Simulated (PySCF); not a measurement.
A GIAO shielding run with PySCF 2.14.0 with density-fitted response routines (density fitting, non-relativistic, gas phase) on `InChI=1S/C4H10Ge2SSi/c5-6-8-4-2-1-3-7-4/h1-3H,6,8H2,5H3`:

```
{"job": {"kind": "nmr", "xc": "wB97X-D", "basis": "pcSseg-1", "pop": false}, "charge": 0, "multiplicity": 1}
Ge     2.257784     1.063893    -1.006396
Ge     2.126662    -1.346468    -0.759771
Si    -0.048686    -1.997027    -1.487128
C     -1.203869    -0.654925    -0.889667
C     -1.670519    -0.430320     0.389856
C     -2.394029     0.785389     0.523658
C     -2.464825     1.482317    -0.655760
S     -1.660518     0.653425    -1.921209
H      1.128645     1.723256    -0.194778
H      3.613615     1.591291    -0.496746
H      2.105050     1.459484    -2.486748
H      2.296994    -1.698969     0.733743
H      3.259334    -2.043482    -1.541488
H     -0.466931    -3.320885    -0.934356
H     -0.095546    -2.041228    -2.980383
H     -1.493157    -1.121365     1.216669
H     -2.847514     1.131132     1.453739
H     -2.960607     2.433853    -0.845285
```

Hardware: 1 thread of an Arm Neoverse V2, shared host.

(1) How large is the calculation?

(2) How long does it take?

(3) And these other runs on the same molecule and hardware: GIAO shielding at PBE0/pcSseg-1?

Results:

(1) 128 electrons, 248 basis functions and 1482 auxiliary functions.

(2) 99 s of wall time, with 13 SCF cycles and 7 response iterations. Times on a shared host scatter by some tens of per cent.

(3) PBE0/pcSseg-1: 248 functions, 69 s.
